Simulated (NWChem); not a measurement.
# NaF; SMILES [F][Na]

```xyz
2

Na     0.0000     0.0000    -0.8567
F      0.0000     0.0000     1.0316
```
Atoms are numbered in this order, from 1.

All runs use the structure optimised with PBE0/def2-SVP. B3LYP is NWChem's, with the RPA form of VWN correlation.

Q: List the 4 lowest vertical singlet excitations from B3LYP/def2-SVPD, TDA (NWChem).

A: 
| state | energy (eV) | oscillator strength | leading excitation (squared amplitude) |
|---|---|---|---|
| S1 | 4.00 | 0.010 | HOMO−1 → LUMO (0.99) |
| S2 | 4.00 | 0.010 | HOMO → LUMO (0.99) |
| S3 | 4.40 | 0.051 | HOMO−2 → LUMO (0.98) |
| S4 | 5.96 | 0.000 | HOMO−1 → LUMO+1 (0.50) |
